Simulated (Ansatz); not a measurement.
The same ligand exchange along the group B, Al, Ga.

Program: Ansatz. Geometries: PBE0-D4/def2-TZVP. ΔE: electronic, gas phase. CBS: MP2 limit from def2 TZ/QZ plus the TZ coupled-cluster correction, frozen cores. This one scheme is used for every species. DFT in def2-TZVPP. B3LYP here is the variant with VWN-RPA as its local correlation; programs differ in this. For Br, Ga outer-core shells are correlated without core-valence functions, which leaves a few kJ/mol of doubt a bond. Scalar relativity is left out up to krypton. One conformer a species, not always the lowest.

```csv
reaction,CCSD/CBS(def2) (kJ/mol),ωB97M-V (kJ/mol),PBE0-D4 (kJ/mol),B3LYP-D4 (kJ/mol)
`OB(F)Br` + HCl → `FB(Cl)Br` + H₂O,59,60,56,60
`[OH][Al]([F])[Br]` + HCl → `[F][Al]([Cl])[Br]` + H₂O,-23,-20,-25,-18
`[OH][Ga]([F])[Br]` + HCl → `[F][Ga]([Cl])[Br]` + H₂O,-56,-56,-59,-55
```

**Question.** Give the CCSD(T)/CBS values in the same order. (Estimate.)

**Answer.** Computed: 56, -23, -55 kJ/mol.

Largest T1 diagnostic: 0.012, for `[OH][Ga]([F])[Br]`.
